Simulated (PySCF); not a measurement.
C3HF4, SMILES F/C=[C]/C(F)(F)F, multiplicity 2. Atoms are numbered in the order given.

```xyz
8

F      0.2617     2.8979     0.0000
C     -0.2919     1.6911     0.0000
C      0.3955     0.5692     0.0000
C      0.0544    -0.8671     0.0000
F      0.5376    -1.4945    -1.0805
F      0.5376    -1.4945     1.0805
F     -1.2877    -1.0284     0.0000
H     -1.3912     1.7171     0.0000
```
Charge 0, spin multiplicity 2.

Coordinates come from a B3LYP-D3(BJ)/def2-SVP optimisation. The isomer is the one that the SMILES or the coordinates give; other isomers of the formula were not compared.

Level of theory: PySCF with B3LYP-D3(BJ)/def2-SVP.

Frequencies are harmonic and unscaled.

| mode | ν (cm⁻¹) | IR (km/mol) | moving atoms (share of kinetic energy) |
|---|---|---|---|
| 1 | 86 | 2.8 | C 44 %, F 40 %, H 16 % |
| 2 | 135 | 1.9 | F 68 %, C 28 % |
| 3 | 144 | 6.3 | F 49 %, C 29 %, H 21 % |
| 4 | 376 | 2.2 | F 77 %, C 22 % |
| 5 | 400 | 1.7 | F 65 %, C 32 % |
| 6 | 430 | 0.0 | F 68 %, C 32 % |
| 7 | 565 | 0.0 | F 81 %, C 17 % |
| 8 | 597 | 4.2 | F 70 %, C 29 % |
| 9 | 697 | 28.5 | F 65 %, C 34 % |
| 10 | 851 | 2.2 | H 58 %, C 40 % |
| 11 | 892 | 12.3 | C 51 %, F 48 % |
| 12 | 1144 | 373.0 | C 62 %, F 36 % |
| 13 | 1171 | 283.1 | C 79 %, F 20 % |
| 14 | 1208 | 313.8 | C 77 %, F 23 % |
| 15 | 1263 | 13.7 | H 66 %, C 23 %, F 11 % |
| 16 | 1344 | 94.4 | C 68 %, H 24 %, F 9 % |
| 17 | 1796 | 203.3 | C 97 % |
| 18 | 3131 | 2.9 | H 92 %, C 8 % |
